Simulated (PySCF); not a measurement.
ReCl4, SMILES [Cl][Re]([Cl])([Cl])[Cl] (connectivity only; charge and spin as stated), neutral, multiplicity 4.

The structure is a stationary point at PBE-D3(BJ)/def2-SVP. The multiplicity is an assumed one; other spin states were not compared. The def2 effective core potentials stand for the cores of Re; spin–orbit coupling is left out.

Level of theory: PySCF with PBE-D3(BJ)/def2-SVP.

Frequencies are harmonic and unscaled.

Modes within 1.5 cm⁻¹ of each other (mostly degenerate sets) share a row, with their intensities summed.

```tsv
mode	ν (cm⁻¹)	IR (km/mol)	moving atoms (share of kinetic energy)
1	54	0.0	Cl 100 %
2–3	62	1.8	Cl 75 %, Re 25 %
4	137	0.0	Cl 100 %
5	152	0.0	Cl 84 %, Re 16 %
6–7	364	83.2	Cl 82 %, Re 18 %
8	380	0.0	Cl 100 %
9	398	59.7	Cl 72 %, Re 28 %
```
